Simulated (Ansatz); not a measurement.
C2H5FGeO can be A, `[F][GeH]1[CH2]C[O]1`, or B, `[CH3][Ge@H]1[O][C@@H]1F`.

Computed with Ansatz on PBE0-D4/def2-TZVP structures; ΔE is electronic, products minus reactants. CCSD(T)/CBS is the MP2 limit (def2-TZVPP, def2-QZVPP) plus CCSD(T) − MP2 in def2-TZVPP, frozen cores. DFT in def2-TZVPP. For Ge outer-core shells are correlated without core-valence functions, which leaves a few kJ/mol of doubt a bond. Scalar relativity is left out up to krypton.

Problem. Which isomer does CCSD(T)/CBS put lower? Give the gap. (Best estimate.)

Solution. Computed: A, by 179.5 kJ/mol.

Problem. Give E(B) − E(A) in kJ/mol with PBE-D4, CCSD/def2-TZVPP, HF/def2-TZVPP, CCSD(T)/def2-TZVPP, B2PLYP, MP2/def2-TZVPP, ωB97M-V. (An estimate is asked.)

Solution. Ansatz gave: PBE-D4 151.2, CCSD/def2-TZVPP 188.0, HF/def2-TZVPP 209.2, CCSD(T)/def2-TZVPP 181.4, B2PLYP 175.7, MP2/def2-TZVPP 188.2, ωB97M-V 178.1. None reverses the order clearly.

Largest T1 diagnostic: 0.014.

From PBE to PBE0 (25 % exact exchange), in def2-TZVPP and without D4, E(B) − E(A) moves by +18.1 kJ/mol. In def2-TZVPP, CCSD(T) changes the Hartree–Fock value by −27.8 kJ/mol (the triples alone add −6.5 kJ/mol) and MP2 by −21.1 kJ/mol.
